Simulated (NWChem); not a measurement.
Species: GaIF2; SMILES [I][Ga]([F])[F]

def2 effective core potentials on I; no spin-orbit coupling.

Q: Give the equilibrium geometry at PBE0/def2-SVP with def2 effective core potentials on I (NWChem) as a list of bonds and angles, with the point group.

A: point group C2v; any orientation.
Bonds (Å): Ga1–F2 1.737, Ga1–F3 1.737, Ga1–I4 2.438. Angles (°): F2–Ga1–F3 115.2, F2–Ga1–I4 122.4, F3–Ga1–I4 122.4.
